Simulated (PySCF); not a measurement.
A structure optimised at PBE-D3(BJ)/def2-SVP, used in a PySCF frequency run:

```
Ta
O 1 1.7268
C 1 2.1365 2 101.49
H 3 1.1115 1 110.09 2 -59.12
H 3 1.1115 4 107.43 1 -119.87
H 3 1.1116 4 109.23 5 -118.36
Cl 1 2.3165 2 109.61 3 -113.50
Cl 1 2.3165 2 109.61 3 113.50
```

### Question
Write its SMILES, formula and point group.

### Answer
[CH3][Ta](=[O])([Cl])[Cl], CH3Cl2OTa, Cs

### Question
What are its rotational constants (standard atomic weights)?

### Answer
2.3741, 1.4121, 1.1861 GHz
